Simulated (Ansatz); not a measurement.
AsH4NO2Si, SMILES `O[SiH]1N[As]1O`, charge 0, multiplicity 1.

**Question.** Give a relaxed structure at PBE0-D4/def2-TZVP (the Gaussian-basis code of Ansatz). (Estimate.)

**Answer.** Computed: 
Z-matrix (Å, degrees):
```
Si
N 1 1.683
As 1 2.306 2 53.9
O 1 1.633 2 122.1 3 -101.6
H 1 1.473 2 118.8 3 121.2
H 2 1.006 1 145.4 3 150.4
O 3 1.834 1 90.6 2 -104.7
H 4 0.965 1 112.6 2 50.0
H 7 0.961 3 109.9 1 152.0
```
This is one stationary point; other conformers may exist.
